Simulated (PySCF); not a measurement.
**Electric field gradients and quadrupole coupling constants**

Compound: C6H16OSSi.
Numbering: `[CH3:1][C@@H:2]([CH2:3][CH2:4][CH2:5][SiH3:6])[S@:7]([CH3:8])=[O:9]` (hydrogens: H10, H11, H12 on C1; H13 on C2; H14, H15 on C3; H16, H17 on C4; H18, H19 on C5; H20, H21, H22 on Si6; H23, H24, H25 on C8)

Cartesian coordinates in Å at the GFN2-xTB level; atoms count from 1:
```
atom  x, y, z in Å
C1    -2.2951   -1.4464    0.5803
C2    -1.2269   -0.3753    0.5098
C3     0.1470   -0.9453    0.1764
C4     1.2505    0.1085    0.2523
C5     2.6222   -0.4755   -0.0731
Si6    4.0196    0.8066    0.0678
S7    -1.6406    0.8194   -0.8782
C8    -3.0868    1.6169   -0.0461
O9    -2.1964   -0.0077   -1.9509
H10   -3.1883   -1.0916    1.0896
H11   -2.5631   -1.7406   -0.4351
H12   -1.9296   -2.3254    1.1076
H13   -1.1781    0.2228    1.4209
H14    0.1119   -1.3698   -0.8303
H15    0.3808   -1.7581    0.8708
H16    1.0255    0.9172   -0.4465
H17    1.2669    0.5364    1.2584
H18    2.5978   -0.8912   -1.0822
H19    2.8201   -1.3141    0.5984
H20    3.7905    1.8887   -0.8910
H21    5.3038    0.1579   -0.2004
H22    4.0261    1.3586    1.4259
H23   -3.8523    0.8778    0.1554
H24   -3.4758    2.3645   -0.7295
H25   -2.7406    2.0897    0.8654
```

Field gradients from the PBE0/pcSseg-1 density (PySCF, non-relativistic), principal values in atomic units, ordered |Vxx| ≤ |Vyy| ≤ |Vzz|:

| atom | Vxx | Vyy | Vzz |
| --- | --- | --- | --- |
| S7 | 0.8285 | 1.1747 | -2.0032 |
| O9 | -0.5135 | -1.1579 | 1.6714 |

Q: Find the asymmetry η = (Vxx − Vyy)/Vzz and the couplings χ = eQV/h (234.96 MHz × Q in barn × V in au), with Q(33S) = −0.0678 b, Q(17O) = −0.0256 b.

A: 
```
atom      environment  nucleus     η  χzz (MHz)  χxx (MHz)  χyy (MHz)
  S7  sulfinyl sulfur      33S  0.17      31.91     -13.20     -18.71
  O9  sulfinyl oxygen      17O  0.39     -10.05       3.09       6.96
```

The tensor is traceless: Vxx + Vyy + Vzz = 0.

Q: What is Vzz at O9 in SI units (1 au = 9.71736 × 10²¹ V/m²)?

A: 1.6714 au = 16.242 × 10²¹ V/m².

Q: And the gradient at the other heavy atoms, for which no coupling is worked out here?

A: 
```tsv
atom	environment	Vzz (au)	η
C1	methyl carbon	0.107	0.68
C2	sp3 carbon bound to sulfur	0.207	0.05
C3	chain CH2 carbon	-0.064	0.98
C4	chain CH2 carbon	-0.064	0.76
C5	sp3 carbon bound to silicon	-0.065	0.97
Si6	SiH3 silicon	0.045	0.49
C8	S-methyl carbon	0.203	0.17
```

Were the hydrogens deuterons (Q(2H) = 0.00286 b), χzz would run from 109 kHz (H22 and H20) to 216 kHz (H23 and H25).

The structure is a single GFN2-xTB conformer in the gas phase; no vibrational or solvent corrections. GFN2-xTB bond lengths can be off by several hundredths of an ångström, more for odd bonds, and the gradients follow them. With a basis this small, the couplings can be 20 % off.

These values come from a run that also computed NMR shieldings. The run took 59 s on one thread, Arm Neoverse V1 (aarch64) (shared host), and the process peaked at 1.3 GiB of memory.
